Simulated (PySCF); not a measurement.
All values below come from M06-2X/def2-TZVP (PySCF 2.14.0). All species are isolated molecules in the gas phase. 

Reference species (SMILES): `[BH][SiH3]` (neutral, multiplicity 2).

The highest occupied spin orbital is -6.72 eV. The dipole moment is 0.45 D.

Changed species: `[SiH3][B][SiH3]` (radical fragment; the reference has radical fragment).

Problem. Give the shifts of the highest occupied spin orbital and dipole moment.

Solution. the highest occupied spin orbital rises by 0.31 eV, to -6.41 eV; the dipole moment falls by 0.24 D, to 0.21 D.
